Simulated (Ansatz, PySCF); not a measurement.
Reaction (SMILES): [CH-]=[O+] (CHO) → [CH-]=O (an electron is taken up)
Structures are relaxed separately at B3LYP-D3(BJ)/def2-TZVP in Ansatz (a program for electronic structure).
Geometry of the first species:
```xyz
3

C     -0.0184    -0.0146    -0.5854
O      0.1390     0.0411     0.5745
H     -1.0012    -0.2411    -1.0837
```
Charge 0, spin multiplicity 2.

Property: adiabatic electron affinity (electronic energy difference), positive where the reaction releases energy, in eV. Correlated levels leave the core frozen unless marked. Open shells are spin-unrestricted. No spin-orbit coupling. No relativistic terms. Anions need diffuse functions: aug- sets have them; def2-D sets add few; the other sets have none. CBS marks a two-point X^-3 extrapolation of the correlation energy; Hartree-Fock from the larger set.

| level | program | adiabatic electron affinity (eV) |
|---|---|---|
| TPSS/def2-TZVPD | PySCF | 0.09 |
| B3LYP-D4/def2-TZVPD | Ansatz + dftd4 | 0.23 |
| PBE0/STO-3G | Ansatz | -4.91 |
| BHLYP-D3(BJ)/def2-TZVPD | Ansatz + dftd3 | -0.04 |
| TPSSh-D3(BJ)/def2-TZVPD | PySCF + dftd3 | 0.05 |
| TPSSh/def2-TZVPD | PySCF | 0.05 |
| HSE06/def2-TZVPD | Ansatz | 0.04 |

What does CCSD(T)/CBS(aug-cc-pVTZ,aug-cc-pVQZ) (Ansatz) give?

0.24 eV, so HSE06/def2-TZVPD differs from it by -0.20 eV.
